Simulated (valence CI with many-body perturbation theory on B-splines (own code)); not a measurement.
**Forbidden lines of Tm62+**

Method: relativistic CI+MBPT: five valence electrons over a frozen Dirac-Fock core [He], a basis of 11 s, 11 p, 10 d, 8 f, 5 g, 2 h functions for each j, with the one-electron correlation potential Σ1, the two-electron term Σ2, the three-electron term Σ3, Breit, model QED; selected CI, second order for the rest, scaled by the run's own slope (own B-spline code, finite nucleus).

No measured spectrum was set against this ion. As an estimate, large intervals hold to a few tenths of a per cent, small ones and those within an open d or f shell to about a per cent. Among the levels kept, up to 7400 cm⁻¹ of a level comes from second order outside the variational space, and about a tenth of that is noise between levels of different J, which matters for small intervals.

Lines 1 to 50 of 104 in falling wavelength, among levels below 794.48 Ry, chosen from the decays that carry over 1 % of a level's rate. Wavelengths and rates use the calculated energies. Electric multipoles are in the length gauge with retardation, E1 and E2 with the static RPA response of the core. M1 uses the relativistic operator with retardation. Weak lines are less certain than strong ones. Lines between different terms over intervals too small for the method are left out, as are lines whose strength nearly cancels.

Levels are named by their leading jj configuration (3d3/2^4 stands for four electrons in 3d with j = 3/2), which in mixed levels can hold well under half, so a name can repeat and another be missing. Letters in brackets count levels of one name in rising energy.

```
λ vac (nm)                               Upper                               Lower  Type   A (s⁻¹)  Branch %
     1.238          (2s^2 2p1/2 2p3/2^2) J=3/2          (2s^2 2p1/2^2 2p3/2) J=3/2    M1  9.53e+09      99.9
     1.235                (2s^2 2p3/2^3) J=3/2          (2s^2 2p1/2 2p3/2^2) J=1/2    M1  2.36e+09       7.0
     1.226          (2s^2 2p3/2^2 3d5/2) J=9/2  (2s^2 2p1/2 2p3/2 3d5/2) J=7/2 [b]    M1  2.30e+09       1.6
     1.210          (2s^2 2p1/2 2p3/2^2) J=5/2          (2s^2 2p1/2^2 2p3/2) J=3/2    M1  1.59e+09      97.4
     1.210          (2s^2 2p1/2 2p3/2^2) J=5/2          (2s^2 2p1/2^2 2p3/2) J=3/2    E2  4.29e+07       2.6
     1.198          (2s^2 2p3/2^2 3d5/2) J=9/2      (2s^2 2p1/2 2p3/2 3d5/2) J=9/2    M1  4.17e+09       2.9
     1.180                (2s^2 2p3/2^3) J=3/2          (2s^2 2p1/2 2p3/2^2) J=5/2    M1  2.68e+09       8.0
     1.175          (2s^2 2p3/2^2 3d5/2) J=9/2  (2s^2 2p1/2 2p3/2 3d5/2) J=7/2 [a]    M1  3.64e+09       2.5
     1.157          (2s^2 2p1/2 2p3/2^2) J=1/2          (2s^2 2p1/2^2 2p3/2) J=3/2    M1  5.41e+09      99.3
     1.155                (2s^2 2p3/2^3) J=3/2          (2s^2 2p1/2 2p3/2^2) J=3/2    M1  1.07e+10      31.9
    0.1614  (2s^2 2p1/2 2p3/2 3p1/2) J=3/2 [a]          (2s^2 2p1/2 2p3/2^2) J=1/2    E2  1.81e+11      12.5
    0.1611      (2s^2 2p1/2 2p3/2 3p1/2) J=5/2          (2s^2 2p1/2 2p3/2^2) J=1/2    E2  3.40e+11      17.9
    0.1606      (2s^2 2p1/2 2p3/2 3p1/2) J=1/2          (2s^2 2p1/2 2p3/2^2) J=5/2    E2  3.73e+11      29.2
    0.1604  (2s^2 2p1/2 2p3/2 3p1/2) J=3/2 [a]          (2s^2 2p1/2 2p3/2^2) J=5/2    M1  1.47e+10       1.0
    0.1604  (2s^2 2p1/2 2p3/2 3p1/2) J=3/2 [b]          (2s^2 2p1/2 2p3/2^2) J=1/2    E2  1.56e+11       4.5
    0.1603          (2s^2 2p1/2^2 3p1/2) J=1/2          (2s^2 2p1/2^2 2p3/2) J=3/2    E2  1.78e+12      91.6
    0.1603          (2s^2 2p1/2^2 3p1/2) J=1/2          (2s^2 2p1/2^2 2p3/2) J=3/2    M1  2.49e+10       1.3
    0.1602      (2s^2 2p1/2 2p3/2 3p1/2) J=5/2          (2s^2 2p1/2 2p3/2^2) J=5/2    E2  1.01e+12      53.3
    0.1601      (2s^2 2p1/2 2p3/2 3p1/2) J=1/2          (2s^2 2p1/2 2p3/2^2) J=3/2    E2  5.58e+11      43.7
    0.1601      (2s^2 2p1/2 2p3/2 3p1/2) J=1/2          (2s^2 2p1/2 2p3/2^2) J=3/2    M1  2.15e+10       1.7
    0.1601          (2s^2 2p3/2^2 3p1/2) J=3/2                (2s^2 2p3/2^3) J=3/2    E2  3.63e+11      10.1
    0.1600          (2s^2 2p3/2^2 3p1/2) J=5/2                (2s^2 2p3/2^3) J=3/2    E2  1.23e+12      44.7
    0.1600  (2s^2 2p1/2 2p3/2 3p1/2) J=3/2 [a]          (2s^2 2p1/2 2p3/2^2) J=3/2    E2  1.09e+12      75.8
    0.1597      (2s^2 2p1/2 2p3/2 3p1/2) J=5/2          (2s^2 2p1/2 2p3/2^2) J=3/2    E2  2.52e+11      13.3
    0.1594  (2s^2 2p1/2 2p3/2 3p1/2) J=3/2 [b]          (2s^2 2p1/2 2p3/2^2) J=5/2    E2  9.97e+11      28.9
    0.1589  (2s^2 2p1/2 2p3/2 3p1/2) J=3/2 [b]          (2s^2 2p1/2 2p3/2^2) J=3/2    E2  6.63e+10       1.9
    0.1589          (2s^2 2p3/2^2 3p1/2) J=1/2                (2s^2 2p3/2^3) J=3/2    E2  9.61e+11      34.7
    0.1571          (2s^2 2p3/2^2 3d5/2) J=9/2            (2s 2p1/2 2p3/2^3) J=5/2    E2  5.57e+09       3.8
    0.1555  (2s 2p1/2 2p3/2^2 3p3/2) J=7/2 [a]        (2s 2p1/2 2p3/2^3) J=3/2 [a]    E2  2.53e+11       1.0
    0.1554      (2s 2p1/2 2p3/2^2 3p3/2) J=9/2            (2s 2p1/2 2p3/2^3) J=5/2    E2  3.06e+11       9.3
    0.1552  (2s^2 2p1/2 2p3/2 3p3/2) J=3/2 [a]          (2s^2 2p1/2 2p3/2^2) J=1/2    E2  4.78e+10       1.5
    0.1548      (2s 2p1/2^2 2p3/2 3p3/2) J=7/2          (2s 2p1/2^2 2p3/2^2) J=5/2    E2  5.87e+11       8.4
    0.1547  (2s^2 2p1/2 2p3/2 3p3/2) J=3/2 [b]          (2s^2 2p1/2 2p3/2^2) J=1/2    E2  3.05e+11       4.8
    0.1546  (2s^2 2p1/2 2p3/2 3p3/2) J=5/2 [b]          (2s^2 2p1/2 2p3/2^2) J=1/2    E2  3.54e+11      13.6
    0.1546  (2s 2p1/2^2 2p3/2 3p3/2) J=1/2 [b]          (2s 2p1/2^2 2p3/2^2) J=3/2    E2  1.05e+12       5.8
    0.1545  (2s^2 2p1/2 2p3/2 3p3/2) J=5/2 [a]          (2s^2 2p1/2 2p3/2^2) J=5/2    E2  1.40e+11       3.7
    0.1544          (2s^2 2p3/2^2 3p3/2) J=7/2                (2s^2 2p3/2^3) J=3/2    E2  3.35e+11       5.1
    0.1544          (2s^2 2p3/2^2 3p3/2) J=5/2                (2s^2 2p3/2^3) J=3/2    E2  3.66e+11       2.6
    0.1544          (2s^2 2p3/2^2 3p3/2) J=1/2                (2s^2 2p3/2^3) J=3/2    E2  2.88e+11       1.1
    0.1543  (2s^2 2p1/2 2p3/2 3p3/2) J=3/2 [a]          (2s^2 2p1/2 2p3/2^2) J=5/2    E2  4.08e+11      12.9
    0.1542      (2s^2 2p1/2 2p3/2 3p3/2) J=7/2          (2s^2 2p1/2 2p3/2^2) J=5/2    E2  6.22e+11      26.2
    0.1541          (2s^2 2p1/2^2 3p3/2) J=3/2          (2s^2 2p1/2^2 2p3/2) J=3/2    E2  8.88e+11      45.7
    0.1540  (2s^2 2p1/2 2p3/2 3p3/2) J=5/2 [a]          (2s^2 2p1/2 2p3/2^2) J=3/2    E2  5.28e+11      14.0
    0.1539  (2s^2 2p1/2 2p3/2 3p3/2) J=1/2 [a]          (2s^2 2p1/2 2p3/2^2) J=3/2    E2  6.29e+11       3.2
    0.1539  (2s^2 2p1/2 2p3/2 3p3/2) J=3/2 [a]          (2s^2 2p1/2 2p3/2^2) J=3/2    E2  1.95e+11       6.2
    0.1538  (2s 2p1/2 2p3/2^2 3p3/2) J=1/2 [b]            (2s 2p1/2 2p3/2^3) J=5/2    E2  2.13e+11       1.3
    0.1538  (2s^2 2p1/2 2p3/2 3p3/2) J=3/2 [b]          (2s^2 2p1/2 2p3/2^2) J=5/2    E2  7.26e+10       1.2
    0.1538      (2s^2 2p1/2 2p3/2 3p3/2) J=7/2          (2s^2 2p1/2 2p3/2^2) J=3/2    E2  7.11e+10       3.0
    0.1535      (2s^2 2p3/2^2 3p3/2) J=3/2 [a]                (2s^2 2p3/2^3) J=3/2    E2  1.16e+12      10.3
    0.1533  (2s^2 2p1/2 2p3/2 3p3/2) J=1/2 [b]          (2s^2 2p1/2 2p3/2^2) J=5/2    E2  1.24e+12      17.8
```
